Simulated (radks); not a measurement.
The numbers below are computed, except where a source is named.
Orbital eigenvalues (eV) of neutral calcium, [Ar] 4s2, of relativity; Dirac values are averaged over j with weights 2j + 1. Spin-unpolarised spherical Kohn-Sham, PBE, point nucleus unless stated (finite: rms radius 3.4776 fm), a radial shooting solver on a logarithmic mesh with Libxc functionals. A level marked "c x" has the speed of light scaled by that factor.

| shell | non-rel. |
|---|---|
| 1s | -3927.9 |
| 2s | -410.67 |
| 2p | -334.46 |
| 3s | -46.686 |
| 3p | -28.059 |
| 4s | -3.7533 |
| 3d (empty) | -2.0688 |
| 4p (empty) | -1.4185 |

Give the values at the level "Dirac, c x 100".

Answer. 
shell       Dirac, c x 100  change of magnitude (%)
1s                 -3928.0                    0.00
2s                 -410.67                    0.00
2p                 -334.46                    0.00
3s                 -46.686                    0.00
3p                 -28.059                    0.00
4s                 -3.7533                    0.00
3d (empty)         -2.0688                    0.00
4p (empty)         -1.4185                    0.00
